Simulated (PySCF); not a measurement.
## How methods differ on the ionisation energy of Ti⁺

Ti⁺ [Ar] 3d2 4s1 (4F) → Ti²⁺ [Ar] 3d2 (3F), as a difference of total energies. Computed with PySCF 2.14 in aug-cc-pVTZ, with no relativity, point nucleus. Correlated levels: valence: [Ar] frozen. The calculations carry no spin-orbit coupling.

Question: Order these methods by the ionisation energy they give, lowest first.
A. UHF
B. SCS-MP2 (valence)
C. CCSD (valence)
D. MP2 (valence)

Answer: A (12.852 eV), B (12.911 eV), D (13.030 eV), C (13.083 eV).

These non-relativistic numbers lack the scalar-relativistic shift.

The reference lies between the lowest fine-structure levels, while these numbers refer to the centres of the terms.

Errors of the correlated levels include the incompleteness of this basis and the frozen core.

For comparison: 13.575 eV (measured; NIST Atomic Spectra Database, ionization energies).
